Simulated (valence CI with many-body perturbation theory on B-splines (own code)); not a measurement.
# From CI to CI+MBPT in Hf XLII

Calculated by configuration interaction combined with many-body perturbation theory (CI+MBPT): three valence electrons over a frozen Dirac-Fock core [Ar] 3d10, radial functions for each j: 11 s, 11 p, 9 d, 7 f, 5 g, 2 h, 1 i, with the one-electron correlation potential Σ1, the two-electron term Σ2, the three-electron term Σ3, Breit, model QED; selected CI, second order for the rest (own B-spline code, finite nucleus).

The last digits are not significant, and no measured levels were compared; by estimate large intervals hold to a few tenths of a per cent, small ones and those within an open d or f shell to about a per cent.

Each rung adds one term. CI alone is the Dirac-Coulomb CI over the frozen core; QED comes last and gives the full result, which names the levels. Energies are above (4s^2 4p1/2) J=1/2 on the same rung, in cm⁻¹.

Levels are named by their leading jj configuration (3d3/2^4 stands for four electrons in 3d with j = 3/2), which in mixed levels can hold well under half, so a name can repeat and another be missing. Letters in brackets count levels of one name in rising energy.

```
                     Level  CI alone     Σ1     Σ2    Σ3   Breit     QED     Full
        (4s^2 4p3/2) J=3/2    688162  +1966   +844   +10   -7938    +807   683850
        (4s 4p1/2^2) J=1/2    741463   -834   +778   +53   +7102   -9142   739421
(4s 4p1/2 4p3/2) J=3/2 [a]   1326260  +1063  +4744  +134    -747   -8282  1323180
    (4s 4p1/2 4p3/2) J=5/2   1393120  +1091  +2801   +94   -1423   -8210  1387470
(4s 4p1/2 4p3/2) J=3/2 [b]   1488770  +1092  -1094   +41   -1360   -8051  1479400
    (4s 4p1/2 4p3/2) J=1/2   1513260  +1106  -5049    +6    -622   -8352  1500350
        (4s^2 4d3/2) J=3/2   1937330   +290  -5415   +27  -10447   -1329  1920460
        (4s 4p3/2^2) J=5/2   2002190  +2169  +3342  +144  -11333   -4348  1992170
        (4s^2 4d5/2) J=5/2   2140000  +1794  -4781   -29  -11618   -3674  2121690
        (4s 4p3/2^2) J=1/2   2198220  +3063  -1184   -22   -8425   -7474  2184180
        (4s 4p3/2^2) J=3/2   2232920  +3003  -5713   -16   -8796   -7322  2214070
     (4p1/2^2 4p3/2) J=3/2   2236920   +211  -2629   +98   +5725  -17045  2223280
(4s 4p1/2 4d3/2) J=3/2 [a]   2515050   -748  +3509  +213   -3607  -10001  2504420
    (4s 4p1/2 4d3/2) J=5/2   2568680   -657  +2315  +187   -4230  -10023  2556270
    (4s 4p1/2 4d3/2) J=1/2   2677560   -673  -4629   +70   -3696   -9927  2658700
(4s 4p1/2 4d3/2) J=3/2 [b]   2683400   -564  -4027   +61   -3937  -10074  2664860
(4s 4p1/2 4d5/2) J=5/2 [a]   2724910   +101   +229  +148   -6853   -9754  2708780
    (4s 4p1/2 4d5/2) J=7/2   2765760   +102   -511  +168   -7844   -9473  2748200
    (4s 4p1/2 4d5/2) J=3/2   2787710   +839   -624  +139   -4925  -12160  2770980
```

The middle columns are the shifts that each term adds.

How does the ionisation energy move along the ladder, and which term matters most?

CI alone 2023.6, + Σ1 2025.4, + Σ2 2025.4, + Σ3 2025.3, + Breit 2022.9, + QED 2022.9 eV. The largest step is Breit, -2.4 eV. NIST lists 2022 ± 4 eV (theoretical).
